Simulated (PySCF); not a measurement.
Electron correlation in Cu⁺ (copper, charge +1)

[Ar] 3d9 4s1, high-spin 3D determinant (an excited configuration). All numbers are calculated (PySCF 2.14, the spin-free X2C one-electron Hamiltonian (Gaussian nucleus), in x2c-TZVPPall). Frozen: [Ar]; 10 electrons correlated.

```
  level  correlation energy (mhartree)
   CCSD                        -328.61
    (T)                          -8.33
CCSD(T)                        -336.94
```

Diagnostics: T1 = 0.011, D1 = 0.0272, largest double amplitude 0.018.

Task: Is a single reference adequate?

Result: Yes: T1 lies below 0.03 and no double amplitude reaches 0.07.
